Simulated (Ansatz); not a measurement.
Ansatz (a first-principles code) job for Au(CO) (CAuO), SMILES [O+]#[C-]->[Au] (connectivity only; charge and spin as stated), neutral, multiplicity 2, B3LYP-D3(BJ)/def2-TZVP. 

Ansatz 0.2 input:
```yaml
crystal:
  periodic: [false, false, false]
  atoms:
    - {symbol: Au, position_ang: [0.01172974, 0.37384185, -0.00000000]}
    - {symbol: O, position_ang: [0.25213176, -2.49681731, -0.00000000]}
    - {symbol: C, position_ang: [-0.49061732, -1.59316128, 0.00000000]}
basis:
  gaussian:
    orbitals: def2-TZVP
hamiltonian:
  xc: b3lyp
  dispersion: d3bj
magnetization: {spin_polarized: true, initial_magnetization: 1}
relax: {f_tol: 0.002, max_steps: 200}
```

Program output:

```
WARN ansatz: RAYON_NUM_THREADS=1 ignored (pool sized by the plan → 1); use --threads N
Functional definition: B3LYP
integrals: 0.03 GiB planned
721 factors; their error is unknown
mean field: 0.36 GiB planned
mean field evaluation 1: about -6775.4302 eV, gradient 3.2e1 eV
mean field evaluation 2: about -6759.2835 eV, gradient 7.0e1 eV
mean field evaluation 4: about -6779.1711 eV, gradient 4.8e0 eV
mean field evaluation 8: about -6779.2660 eV, gradient 5.8e-2 eV
mean field evaluation 16: about -6779.3029 eV, gradient 3.4e-4 eV
mean field -6779.30288695 eV, -249.1347859188 hartree, gradient 2.3e-5 eV, S^2 0.755720; 0 other end points of the search recorded, 0 dependent functions left out
the calculation of the forces begins
reference -6779.30308048 eV, -249.1347930311 hartree; 17, 16 occupied and 85, 86 virtual orbitals, 721 factors
relax step   1: F+E_penalty+E_count = -6779.40126688 eV  Δ(F+E_penalty+E_count) = +0.000e0 eV  max|allowed force component| = 2.082e0 eV/Å  Δτ_max = 0.0000 Å  (36 SCF iters, accepted)
these checks for a lower state are left out or cut short: starts, cluster_reference, orbital_swaps, neighbouring_geometries, increment
integrals: 0.03 GiB planned
721 factors; their error is unknown
mean field: 0.35 GiB planned
mean field -6779.37636844 eV, -249.1374863140 hartree, gradient 2.0e-5 eV, S^2 0.755317; 0 other end points of the search recorded, 0 dependent functions left out
the calculation of the forces begins
reference -6779.37656131 eV, -249.1374934017 hartree; 17, 16 occupied and 85, 86 virtual orbitals, 721 factors
relax step   2: F+E_penalty+E_count = -6779.47411720 eV  Δ(F+E_penalty+E_count) = -7.285e-2 eV  max|allowed force component| = 7.935e-1 eV/Å  Δτ_max = 0.0423 Å  (38 SCF iters, accepted)
these checks for a lower state are left out or cut short: starts, cluster_reference, orbital_swaps, neighbouring_geometries, increment
integrals: 0.03 GiB planned
721 factors; their error is unknown
mean field: 0.35 GiB planned
mean field evaluation 32: about -6779.3989 eV, gradient 1.4e-3 eV
mean field -6779.39891799 eV, -249.1383149945 hartree, gradient 1.5e-5 eV, S^2 0.755033; 0 other end points of the search recorded, 0 dependent functions left out
the calculation of the forces begins
reference -6779.39911038 eV, -249.1383220646 hartree; 17, 16 occupied and 85, 86 virtual orbitals, 721 factors
relax step   3: F+E_penalty+E_count = -6779.49594130 eV  Δ(F+E_penalty+E_count) = -2.182e-2 eV  max|allowed force component| = 2.467e-1 eV/Å  Δτ_max = 0.0417 Å  (38 SCF iters, accepted)
these checks for a lower state are left out or cut short: starts, cluster_reference, orbital_swaps, neighbouring_geometries, increment
integrals: 0.03 GiB planned
721 factors; their error is unknown
mean field: 0.35 GiB planned
mean field -6779.40164697 eV, -249.1384152828 hartree, gradient 1.7e-5 eV, S^2 0.754930; 0 other end points of the search recorded, 0 dependent functions left out
the calculation of the forces begins
reference -6779.40183904 eV, -249.1384223412 hartree; 17, 16 occupied and 85, 86 virtual orbitals, 721 factors
relax step   4: F+E_penalty+E_count = -6779.49848570 eV  Δ(F+E_penalty+E_count) = -2.544e-3 eV  max|allowed force component| = 5.689e-2 eV/Å  Δτ_max = 0.0195 Å  (38 SCF iters, accepted)
these checks for a lower state are left out or cut short: starts, cluster_reference, orbital_swaps, neighbouring_geometries, increment
integrals: 0.03 GiB planned
721 factors; their error is unknown
mean field: 0.35 GiB planned
mean field -6779.40183537 eV, -249.1384222064 hartree, gradient 2.3e-5 eV, S^2 0.754911; 0 other end points of the search recorded, 0 dependent functions left out
the calculation of the forces begins
reference -6779.40202732 eV, -249.1384292602 hartree; 17, 16 occupied and 85, 86 virtual orbitals, 721 factors
relax step   5: F+E_penalty+E_count = -6779.49869149 eV  Δ(F+E_penalty+E_count) = -2.058e-4 eV  max|allowed force component| = 3.304e-2 eV/Å  Δτ_max = 0.0052 Å  (37 SCF iters, accepted)
these checks for a lower state are left out or cut short: starts, cluster_reference, orbital_swaps, neighbouring_geometries, increment
integrals: 0.03 GiB planned
721 factors; their error is unknown
mean field: 0.35 GiB planned
mean field -6779.40184379 eV, -249.1384225158 hartree, gradient 2.3e-5 eV, S^2 0.754914; 0 other end points of the search recorded, 0 dependent functions left out
the calculation of the forces begins
reference -6779.40203572 eV, -249.1384295691 hartree; 17, 16 occupied and 85, 86 virtual orbitals, 721 factors
relax step   6: F+E_penalty+E_count = -6779.49870071 eV  Δ(F+E_penalty+E_count) = -9.219e-6 eV  max|allowed force component| = 1.420e-3 eV/Å  Δτ_max = 0.0009 Å  (38 SCF iters, accepted)
integrals: 0.03 GiB planned
721 factors; their error is unknown
mean field: 0.35 GiB planned
mean field evaluation 64: about -6764.9210 eV, gradient 6.1e1 eV
mean field -6779.40184379 eV, -249.1384225158 hartree, gradient 2.8e-5 eV, S^2 0.754914; 1 other end points of the search recorded, 0 dependent functions left out
the calculation of the forces begins
reference -6779.40203572 eV, -249.1384295691 hartree; 17, 16 occupied and 85, 86 virtual orbitals, 721 factors
Total energy: -6779.49889264 eV, -249.1419889950 hartree
Atom 0 at    -0.028865     0.438478     0.000000 Å, force     0.000066     0.000142    -0.000000 eV/Å
Atom 1 at     0.184729    -2.570679    -0.000000 Å, force    -0.000650     0.001278    -0.000000 eV/Å
Atom 2 at    -0.382619    -1.583935     0.000000 Å, force     0.000585    -0.001420     0.000000 eV/Å
Dipole moment:    -0.090140    -0.027842     0.000000 e Å
```

The calculation finished and met its thresholds.
